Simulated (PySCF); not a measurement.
C₃H₈BFO.
Atom-mapped SMILES: `[CH3:1][BH:2][O:3][C@@H:4]([CH3:5])[F:6]` (hydrogens: H7, H8, H9 on C1; H10 on B2; H11 on C4; H12, H13, H14 on C5)

Computed by this run: PySCF 2.14.0, PBE0-D3(BJ)/def2-SVP geometry optimisation, gas phase; density fitting, grid level 1; the optimiser is geomeTRIC in internal coordinates, started from a GFN2-xTB structure with every atom displaced at random (about 0.01 Å).

Step 0: E = -8667.0455 eV
```
atom  x, y, z in Å  |  force x, y, z in eV/Å
C1      2.2167   -0.4480    0.0662   -1.220   1.516   0.222
B2      1.2933    0.8494   -0.2096    0.685  -1.321   0.300
O3     -0.0623    0.8752   -0.1381    0.716   0.634  -0.176
C4     -0.8357   -0.1750    0.1953   -2.772  -1.007   0.108
C5     -2.3232    0.1826   -0.0773    1.139   0.162   0.631
F6     -0.5539   -1.2819   -0.5632    0.418  -0.029  -0.142
H7      3.2553   -0.1812    0.1985    0.594   0.212   0.114
H8      2.1443   -1.0984   -0.7904   -0.123  -0.659  -0.601
H9      1.8617   -0.9845    0.9495   -0.059  -0.342   0.161
H10     1.7472    1.8922   -0.4991    0.424   0.836  -0.271
H11    -0.7199   -0.4919    1.2556    0.244   0.214  -0.157
H12    -2.5987    1.0230    0.5754   -0.077   0.038  -0.034
H13    -2.4583    0.4905   -1.1179    0.104  -0.004  -0.198
H14    -2.9745   -0.6634    0.1456   -0.074  -0.250   0.042
```

Step 1: E = -8667.2130 eV
```
atom  x, y, z in Å  |  force x, y, z in eV/Å
C1      2.1482   -0.4207    0.1181    0.080   0.086  -0.066
B2      1.3159    0.8569   -0.2502   -0.193  -0.032   0.169
O3     -0.0493    0.9010   -0.2165   -0.181  -0.179   0.019
C4     -0.8492   -0.1943    0.1254    0.237   0.230  -0.093
C5     -2.3012    0.1682   -0.0270    0.029   0.070  -0.106
F6     -0.5383   -1.2441   -0.6978   -0.123  -0.025  -0.056
H7      3.2079   -0.1843    0.2906   -0.014  -0.028   0.015
H8      2.0920   -1.1285   -0.7289    0.001   0.003   0.075
H9      1.7512   -0.9537    0.9987   -0.004  -0.018  -0.060
H10     1.8140    1.9125   -0.5724    0.042  -0.013  -0.061
H11    -0.6125   -0.5191    1.1521    0.023  -0.033   0.105
H12    -2.5565    0.9902    0.6570    0.027  -0.014  -0.016
H13    -2.4899    0.5013   -1.0609    0.024  -0.060   0.098
H14    -2.9403   -0.6966    0.2023    0.051   0.013  -0.021
```

Step 2: E = -8667.2157 eV
```
atom  x, y, z in Å  |  force x, y, z in eV/Å
C1      2.1751   -0.4076    0.1388   -0.113   0.004   0.012
B2      1.3008    0.8351   -0.2488    0.023   0.175  -0.008
O3     -0.0630    0.8768   -0.2276    0.045  -0.255  -0.016
C4     -0.8629   -0.2144    0.1032    0.024   0.150   0.016
C5     -2.3036    0.1841   -0.0197   -0.095   0.010   0.057
F6     -0.6059   -1.2500   -0.7566    0.083   0.019  -0.003
H7      3.2279   -0.1407    0.3062   -0.022   0.007   0.004
H8      2.1380   -1.1359   -0.6896   -0.003  -0.017  -0.007
H9      1.7949   -0.9390    1.0264   -0.008  -0.039   0.001
H10     1.7873    1.8856   -0.6065    0.044   0.003  -0.017
H11    -0.6162   -0.5678    1.1219    0.032  -0.045  -0.029
H12    -2.5283    0.9972    0.6841   -0.008   0.001  -0.005
H13    -2.4982    0.5381   -1.0419    0.013  -0.016  -0.001
H14    -2.9539   -0.6730    0.2004   -0.015   0.002  -0.004
```

Question: Estimate the geometry and energy of step 3. (The exact step hangs on the optimiser's Hessian estimate; all steps are aligned on step 2, rigid shifts and turns removed.)

Answer: E = -8667.2183 eV, largest force 0.153 eV/Å
```
atom  x, y, z in Å  |  force x, y, z in eV/Å
C1      2.1280   -0.4007    0.1545    0.109   0.039   0.023
B2      1.3046    0.8645   -0.2643    0.013  -0.093   0.006
O3     -0.0575    0.8881   -0.2508    0.041   0.060  -0.112
C4     -0.8343   -0.2128    0.0819   -0.077   0.072   0.096
C5     -2.2806    0.1727   -0.0046   -0.085  -0.042   0.121
F6     -0.5902   -1.2315   -0.8019    0.092   0.006  -0.004
H7      3.1849   -0.1700    0.3435    0.018  -0.016   0.014
H8      2.0833   -1.1393   -0.6633    0.000  -0.003  -0.045
H9      1.7102   -0.9130    1.0360   -0.002  -0.004   0.025
H10     1.8138    1.8984   -0.6423   -0.032  -0.020   0.029
H11    -0.5587   -0.5816    1.0901   -0.008  -0.024  -0.098
H12    -2.4987    0.9753    0.7123   -0.018   0.010   0.005
H13    -2.4976    0.5329   -1.0176   -0.009   0.022  -0.068
H14    -2.9153   -0.6946    0.2170   -0.042  -0.008   0.011
```

The energy changes by -0.0026 eV. The first-order estimate −F·Δx gives -0.0144 eV and the mean of the old and new forces, exact on a quadratic surface, -0.0026 eV. The step makes an angle of 79° with the force vector and moves no atom by more than 0.089 Å.

The cost below is that of the whole optimisation. The run took 45 s wall on one thread of an Arm Neoverse V1, no GPU (shared host), and the process peaked at 0.51 GiB of memory.
